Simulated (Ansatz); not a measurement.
ClH$_{3}$S$_{3}$Si, SMILES `S[Si](S)(S)Cl` at its PBE0-D4/def2-TZVP geometry, where that method's forces vanish. The species carries charge 0 and has multiplicity 1.

```xyz
8

S    -1.5312    0.1915    1.4629
Si   -0.2003    0.1976   -0.1864
S     1.1191    1.7844    0.2963
S     0.7629   -1.6605   -0.5364
Cl   -1.1748    0.5157   -1.9635
H    -2.1909   -0.8897    1.0120
H     1.8983    1.5502   -0.7740
H     1.3170   -1.6893    0.6890
```

Question: What forces (eV/Å) does r2SCAN-D4/def2-TZVPP give on these atoms in Ansatz 0.2.0? (Best estimate.)

Answer: Ansatz gave: 
```
S1  -0.046  0.022  0.083
Si2  0.010 -0.012  0.006
S3   0.043  0.075  0.042
S4   0.037 -0.084 -0.032
Cl5 -0.046  0.007 -0.094
H6  -0.004 -0.003 -0.005
H7   0.002  0.000 -0.007
H8   0.006 -0.005  0.006
```
